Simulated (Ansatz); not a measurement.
`O[B](F)[GeH3]` + `C=N` → `C=NB(O)F` + GeH₄ at 700 K and 1 bar (cleavage of the B–Ge bond).

Program: Ansatz. Geometries: PBE0-D4/def2-TZVP. ΔE: electronic, gas phase. CCSD(T)/CBS is the MP2 limit (def2-TZVPP, def2-QZVPP) plus CCSD(T) − MP2 in def2-TZVPP, frozen cores. This one scheme is used for every species. For Ge outer-core shells are correlated without core-valence functions, which leaves a few kJ/mol of doubt a bond. Scalar relativity is left out up to krypton. Each species was taken in one conformer, which may not be the lowest.

```tsv
species	CCSD(T)/CBS energy (Eh)	H − E (kJ/mol)	S (J/(mol·K))
`O[B](F)[GeH3]`	-2278.38102	183.5	426.2
`C=N`	-94.52360	135.6	268.6
`C=NB(O)F`	-294.43506	199.0	396.9
GeH₄	-2078.49493	112.9	267.3
```

H − E and S are ideal-gas, rigid-rotor, harmonic terms from PBE0-D4/def2-TZVP, for one conformer and one mirror image of each species. 1 Eh = 2625.50 kJ/mol, R = 8.31446 J/(mol·K).

Q: By hand: ΔE, ΔH, ΔS and ΔG.

A: ΔE = (-294.43506) + (-2078.49493) − (-2278.38102) − (-94.52360) = -0.02537 Eh = -66.6 kJ/mol. Δ(H − E) = 199.0 + 112.9 − 183.5 − 135.6 = -7.2, so ΔH = -73.8 kJ/mol. ΔS = 396.9 + 267.3 − 426.2 − 268.6 = -30.6 J/(mol·K). ΔG = -73.8 − 700 × (-30.6)/1000 = -52.4 kJ/mol.

Q: By hand: the equilibrium constant, and the temperature at which ΔG would vanish if ΔH and ΔS stayed fixed.

A: log₁₀ K = −ΔG/(RT ln 10) = 3.9. ΔG = 0 at ΔH/ΔS = 2412 K.

ΔH outweighs TΔS. A doubt of 5 kJ/mol in ΔE shifts log₁₀ K by 0.4 here. Other conformers and mirror images would add mixing entropy, several J/(mol·K) or more a flexible species. These are equilibria of isolated gas molecules and say nothing of rates. Largest T1 diagnostic: 0.013 (customary marks: 0.02 for closed shells, 0.045 for open ones).
